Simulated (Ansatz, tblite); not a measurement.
Forces on BCl2(OH) (BCl2OH) at its PBE0-D4/def2-TZVP geometry. The state is a singlet with charge 0.

The xTB rows come from tblite.

GFN1-xTB (tblite), largest force 0.44 eV/Å:

```xyz
5
positions Å, forces eV/Å
B    -0.021    0.242    0.196    0.154    0.300    0.290
Cl    0.672    1.378    1.325    0.008   -0.009   -0.005
Cl   -1.739    0.323   -0.185   -0.049   -0.067   -0.068
O     0.775   -0.679   -0.364   -0.311   -0.089   -0.155
H     0.313   -1.264   -0.972    0.199   -0.135   -0.061
```

GFN2-xTB (tblite), largest force 0.70 eV/Å:

```
B 0.267 0.107 0.159
Cl -0.175 -0.307 -0.302
Cl 0.265 0.000 0.069
O -0.615 0.317 0.104
H 0.258 -0.116 -0.030
```

LDA (SPW92)/def2-TZVP (Ansatz), largest force 0.73 eV/Å:

```
B -0.028 0.078 0.058
Cl -0.083 -0.135 -0.134
Cl 0.190 -0.014 0.038
O 0.245 0.493 0.475
H -0.324 -0.422 -0.436
```
